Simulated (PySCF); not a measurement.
**Ionisation energy of Kr⁺ by level of theory**

Kr⁺ [Ar] 3d10 4s2 4p5 (2P) → Kr²⁺ [Ar] 3d10 4s2 4p4 (3P), as a difference of total energies. Computed with PySCF 2.14 in cc-pVDZ-PP with ECP10MDF (4s3p2d, 23 functions), with scalar relativity through the core potential. Correlated levels: valence: 3s2 3p6 3d10 frozen. The calculations carry no spin-orbit coupling.

| method | ionisation energy (eV) |
| --- | --- |
| UHF | 23.267 |
| B3LYP | 24.444 |
| M06-L | 24.065 |
| MP2 (valence) | 23.818 |
| SCS-MP2 (valence) | 23.788 |
| CCSD (valence) | 23.779 |
| CCSD(T) (valence) | 23.782 |

How much does correlation contribute at CCSD(T) (valence)?

23.782 − (23.267) = 0.515 eV, measured against UHF.

The reference lies between the lowest fine-structure levels, while these numbers refer to the centres of the terms.

Errors of the correlated levels include the incompleteness of this basis and the frozen core.

For comparison: 24.360 eV (measured; NIST Atomic Spectra Database, ionization energies).
